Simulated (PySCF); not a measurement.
C2H7NSi2, SMILES C[Si@@H]1N=C[SiH2]1. Geometry: B3LYP-D3(BJ)/def2-SVP. The structure was generated by enumeration; whether it is a known compound was not checked.

Method: B3LYP-D3(BJ)/def2-SVP in PySCF.

Harmonic wavenumbers (cm⁻¹): 112, 148, 154, 260, 397, 446, 470, 585, 613, 645, 694, 711, 751, 753, 831, 894, 913, 946, 1266, 1295, 1426, 1432, 1596, 2182, 2193, 2209, 3001, 3030, 3122, 3131. Rotational constants (GHz): 5.124, 2.441, 1.934; symmetry number 1.

**Question.** Work out the zero-point energy and the ideal-gas rigid-rotor harmonic-oscillator thermochemistry at 298.15 K and 1 atm.

**Answer.** ZPE = ½ Σ hcν = ½ × 36208 cm⁻¹ = 51.76 kcal/mol. H − E(el) = 56.91 kcal/mol. Entropy in cal/(mol K): translation 39.76, rotation 26.99, vibration 15.80, total 82.54. G − E(el) = 32.30 kcal/mol. Cp = 28.33 cal/(mol K). Modes under 150 cm⁻¹ make the vibrational entropy uncertain.
